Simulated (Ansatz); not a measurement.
One change: `[CH3][Ti]12345678([F])([C@H]9[C@@H]1[C@@H]2[C@@H]3[C@H]94)[C@H]1[C@@H]5[C@@H]6[C@@H]7[C@H]18` becomes `[CH3][Hf]12345678([F])([C@H]9[C@@H]1[C@@H]2[C@@H]3[C@H]94)[C@H]1[C@@H]5[C@@H]6[C@@H]7[C@H]18`.

Ansatz, PBE0-D4/def2-TZVP geometries, multiplicity 1. 

Elements past krypton have def2 core potentials. Scalar relativity is left out up to krypton.

```
                                          property  `[CH3][Ti]12345678([F])([C@H]9[C@@H]1[C@@H]2[C@@H]3[C@H]94)[C@H]1[C@@H]5[C@@H]6[C@@H]7[C@H]18`
             HOMO energy (ωB97M-V/def2-TZVPP) / eV                                                                                           -8.66
             LUMO energy (ωB97M-V/def2-TZVPP) / eV                                                                                            0.79
                HOMO energy (PBE0/def2-TZVPP) / eV                                                                                           -6.61
size of the dipole moment (ωB97M-V/def2-TZVPP) / D                                                                                            2.46
               HOMO–LUMO gap (PBE/def2-TZVPP) / eV                                                                                            3.07
    size of the dipole moment (PBE/def2-TZVPP) / D                                                                                            2.29
```

Question: What does the change do to each property? (An estimate is asked.)

Answer: Ansatz gave: 
| property | `[CH3][Hf]12345678([F])([C@H]9[C@@H]1[C@@H]2[C@@H]3[C@H]94)[C@H]1[C@@H]5[C@@H]6[C@@H]7[C@H]18` | shift |
| --- | --- | --- |
| HOMO energy (ωB97M-V/def2-TZVPP) / eV | -8.93 | -0.27 |
| LUMO energy (ωB97M-V/def2-TZVPP) / eV | 1.32 | 0.53 |
| HOMO energy (PBE0/def2-TZVPP) / eV | -6.88 | -0.27 |
| size of the dipole moment (ωB97M-V/def2-TZVPP) / D | 2.57 | 0.11 |
| HOMO–LUMO gap (PBE/def2-TZVPP) / eV | 4.28 | 1.21 |
| size of the dipole moment (PBE/def2-TZVPP) / D | 2.31 | 0.02 |

With PBE0 the HOMO falls by 0.27 eV and the LUMO rises by 0.74 eV, so the gap widens by about 1.01 eV. PBE moves the HOMO by -0.24 eV and ωB97M-V by -0.27 eV. Dipoles are sizes alone; their direction can turn.

Positive LUMOs are unbound, so they and the gaps depend on the basis.
